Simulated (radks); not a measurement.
Fractional charge and spin in the 6s shell of osmium: the spin-up occupation runs from 0 to 1 and the spin-down occupation from 0 to 1; the fullest corner is Os, [Xe] 4f14 5d(up 3, down 3) 6s(up 1, down 1). Method: scalar-relativistic Kohn-Sham, PBE, spin-polarised, spherical densities, finite nucleus; Fermi nuclear charge, rms radius of each element as measured or else 0.836 A^(1/3) + 0.57 fm; computed with a radial shooting solver on a logarithmic mesh with Libxc functionals. Energy (eV) minus the two flat planes that join the four corners (they meet along the diagonal where the two added fractions sum to one electron); zero is where a piecewise linear energy would lie.

down \ up       0    0.25     0.5    0.75       1
0           0.000  -0.685  -0.909  -0.679   0.000
0.25       -0.685  -0.854  -0.572   0.154  -0.619
0.5        -0.909  -0.572   0.205  -0.520  -0.819
0.75       -0.679   0.154  -0.520  -0.772  -0.610
1           0.000  -0.619  -0.819  -0.610   0.000

Corners above the fullest one (they belong to Os+ and the next ion): (up 1, down 0) 9.368 eV, (up 0, down 1) 9.368 eV, (up 0, down 0) 26.482 eV. With half an added electron in each spin the energy lies 0.205 eV from the planes, and with half an added electron in spin up alone -0.909 eV. The planes are only a guide here: the flat-plane condition holds for ground states with one frontier orbital, while other shells are open and held unpolarised.
